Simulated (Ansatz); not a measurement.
System: C2H7Si, charge -1, multiplicity 1. It need not be the lowest isomer of its formula. Whether it binds its extra electron was not tested at this geometry. 
Structure (B3LYP-D3(BJ)/def2-TZVP (Ansatz, a program for electronic structure) minimum search):
```
Si
H 1 1.5497
C 1 1.9718 2 95.83
H 3 1.0966 1 110.79 2 70.45
H 3 1.0971 4 106.74 1 -119.98
H 3 1.0989 4 107.78 5 -115.24
C 1 1.9718 2 95.83 3 -97.85
H 7 1.0966 1 110.79 2 -70.45
H 7 1.0971 8 106.74 1 119.98
H 7 1.0989 8 107.78 9 115.24
```
Charge -1, spin multiplicity 1.

Basis-set convergence of Hartree-Fock and CCSD(T) correlation energies (hartree) with Ansatz. Correlated levels leave the core frozen unless marked. Spin-orbit coupling is left out. Non-relativistic.

| basis | functions | E(HF) | E(corr, CCSD(T)) |
|---|---|---|---|
| aug-cc-pV(D+d)Z | 141 | -368.71830 | -0.50461 |
| aug-cc-pV(T+d)Z | 308 | -368.75234 | -0.58464 |
| aug-cc-pV(Q+d)Z | 571 | -368.75970 | -0.60601 |

Extrapolating the two largest sets (X = 3 and 4) as X^-3: E(corr) = (64·(-0.60601) - 27·(-0.58464))/37 = -0.6216 Eh, an estimate of the basis-set limit. The largest set recovers 97.5 % of it, the smallest 81.2 %.
